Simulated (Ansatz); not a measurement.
# The HOMO–LUMO gap down a group: O to Te

Gas-phase molecules, one atom swapped for its congeners: H2O `O`; H2S (hydrogen sulfide) `S`; H2Se (hydrogen selenide) `[SeH2]`; H2Te (hydrogen telluride) `[TeH2]`. All are singlets with charge 0.

Shapes, held fixed at every level: PBE0-D4/def2-TZVP. Programs: Ansatz 0.2.0. Values in eV.

```
               level    H2O   H2Se   H2Te
   PBE-D4/def2-TZVPP   6.96   5.10   4.00
r2SCAN-D4/def2-TZVPP   8.33   5.68   4.48
 B3LYP-D4/def2-TZVPP   9.01   6.68   5.41
  PBE0-D4/def2-TZVPP   9.75   7.21   5.89
  wB97X-V/def2-TZVPP  14.31  11.73  10.18
  wB97M-V/def2-TZVPP  13.73  11.39   9.88
```

Estimate the column for H2S from its neighbours.

The mean of the neighbours at wB97M-V/def2-TZVPP is 12.56 eV, against 12.17 from the run: the member lies nearer Se. All rows: PBE-D4/def2-TZVPP 5.77; r2SCAN-D4/def2-TZVPP 6.43; B3LYP-D4/def2-TZVPP 7.53; PBE0-D4/def2-TZVPP 8.09; wB97X-V/def2-TZVPP 12.71; wB97M-V/def2-TZVPP 12.17 eV. At wB97M-V/def2-TZVPP the HOMO–LUMO gap falls at every step, from 13.73 to 9.88 eV. Every level shows the same order. For atoms past krypton def2 sets carry core potentials with scalar relativity. Relativity is left out for Se. Orbital gaps aren't excitation energies, and the LUMO depends on the basis.
